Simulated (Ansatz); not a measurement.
Mulliken charges of `[OH][W]([F])([F])([F])([F])[Cl]` from B3LYP/def2-TZVPP in Ansatz (PBE0-D4/def2-TZVP geometry).

| atom | x (Å) | y (Å) | z (Å) | charge (e) |
| --- | --- | --- | --- | --- |
| O1 | -0.399 | -1.433 | 0.402 | -0.305 |
| W2 | 0.123 | 0.248 | -0.120 | 1.284 |
| F3 | 1.398 | 0.356 | 1.211 | -0.255 |
| F4 | -1.124 | 0.302 | -1.481 | -0.255 |
| F5 | 0.469 | 2.024 | -0.480 | -0.245 |
| F6 | -1.156 | 0.903 | 1.064 | -0.274 |
| Cl7 | 1.694 | -0.502 | -1.576 | -0.176 |
| H8 | -1.005 | -1.898 | 0.980 | 0.226 |

Task: By hand: the dipole of these point charges (1 e Å = 4.8032 D).

Result: Σ q r = (-0.114, -0.496, 0.117) e Å, of length 0.522 e Å = 2.51 D.

Task: How does the dipole of the full density compare? (Estimate.)

Result: The calculation gave: (-0.177, -0.601, 0.178) e Å, 3.13 D; the point charges give 0.80 times that, at 4° from its direction.

Point charges leave out the atoms' own dipoles, such as those of lone pairs, and Mulliken's split depends on the basis, so the two needn't agree.

B3LYP here is the variant with VWN-RPA as its local correlation; programs differ in this.
